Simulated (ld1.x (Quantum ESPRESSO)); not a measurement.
What one change does to a pseudopotential (Mo, TM)

* Element: molybdenum (Mo)
* Generator: ld1.x (Quantum ESPRESSO) 7.5
* Type: norm-conserving Troullier–Martins (Kleinman–Bylander form)
* Functional: PBE
* Relativity: scalar-relativistic
* Frozen core: [Ar] 3d10
* Valence charge: 14
* Reference configuration: 4s2 4p6 4d6 5s0 5p0
* Partial waves: 4p (bound): rc 1.35 bohr; 4d (bound): rc 2.10 bohr; 4s (bound): rc 1.70 bohr
* Local potential: the s channel
* Core correction: Bessel-smoothed model core inside 0.95 bohr

Change: reference 4s2 4p6 4d5 5s1 5p0 (5s counted twice).

Cutoffs: the cutoffs (Ry, on a coarse ladder) from which the occupation-weighted sum of valence levels, in a spherical-Bessel basis at the reference potential, stays within 10 and 1 mRy of its value at 400 Ry; they do not see the model core or the augmentation charge, which bear on the density cutoff. Errors are all-electron minus pseudo energies relative to the spin-unpolarised reference configuration.

Problem. What does the change do?

Solution. The potential gets neither clearly harder nor softer (70 Ry and 110 Ry → 70 Ry and 110 Ry); the miss of the reference levels goes from 0.00 to 0.85 eV; neither file shows a bound ghost at the reference potential, the only one tested. In the changed file ld1.x takes every shell without a wave as core, so the model core holds the 5s electrons as well and exchange and correlation see them twice. This cancels in the reference configuration, but the file is broken for other ones, and its errors say nothing about a proper core correction.

```csv
quantity,base,changed
"cutoff, loose",70 Ry,70 Ry
"cutoff, tight",110 Ry,110 Ry
bound ghosts,none,none
"largest miss of a reference level, eV",0.00,0.85
"largest error over its own tests, meV",+1971,-2585
s: phases at 2.30 bohr within 0.05 rad from the reference energy up to (Ry; the scan ends near 5),-1.1,-1.2
p: phases at 2.30 bohr within 0.05 rad from the reference energy up to (Ry; the scan ends near 5),0.2,0.1
d: phases at 2.30 bohr within 0.05 rad from the reference energy up to (Ry; the scan ends near 5),1.7,1.6
```

Changed file: These tests converged, but a pseudo level misses the all-electron one widely, so the file describes the atom poorly there or has found another state: 4s2 4p6 4d4 5s0 5p0: empty 5s by 2.2 eV; 4s2 4p6 4d3 5s0 5p0: empty 5s by 3.0 eV.
